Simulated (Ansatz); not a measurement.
**Abstraction of H: C2H3FSi + SiF3 → C2H2FSi + SiHF3**

Species: C2H3FSi `C#C[SiH2]F`, singlet; SiF3 (trifluorosilyl) `F[Si](F)F`, doublet; C2H2FSi `C#C[SiH]F`, doublet; SiHF3 `F[SiH](F)F`, singlet. A radical takes H: the energy is the difference in strength between two Si–H bonds in different surroundings.

Shapes, held fixed at every level: PBE0-D4/def2-TZVP. Programs: Ansatz 0.2.0. The zero-point and thermal change to 298 K, harmonic and unscaled (PBE0-D4/def2-TZVP), is -0.3 kJ/mol.

Q: Estimate ΔH(298 K) of this reaction.

A: The highest level, CCSD(T)/CBS estimate, gives ΔH(298 K) = -26.2 kJ/mol; the levels span -30.8 to -26.1. The column of differences is taken from that level and isn't an error. No measured value is set beside it here. Spin contamination: C2H2FSi (⟨S²⟩ up to 0.82). Open shells run unrestricted. The CBS estimate extrapolates MP2 from def2-TZVPP and def2-QZVPP and adds CCSD(T) − MP2 in the triple-zeta set, cores frozen. Times are processor times on shared x86 and Arm servers, and rough.

| level | kind | ΔH(298 K) (kJ/mol) | less CCSD(T)/CBS estimate | CPU time (sum over the molecules) |
| --- | --- | --- | --- | --- |
| SPW92/def2-TZVPP | LDA | -30.8 | -4.6 | 12 s |
| r2SCAN-D4/def2-TZVPP | meta-GGA | -28.3 | -2.1 | 55 s |
| PBE0-D4/def2-TZVPP | global hybrid | -28.0 | -1.8 | 27 s |
| B2PLYP/def2-TZVPP | double hybrid | -26.1 | +0.1 | 44 s |
| CCSD(T)/def2-SVP | coupled cluster or CI | -29.2 | -3.0 | 30 s |
| CCSD/def2-TZVPP | coupled cluster or CI | -27.4 | -1.2 | – |
| CCSD(T)/CBS estimate | coupled cluster or CI | -26.2 | 0.0 | 13 min |
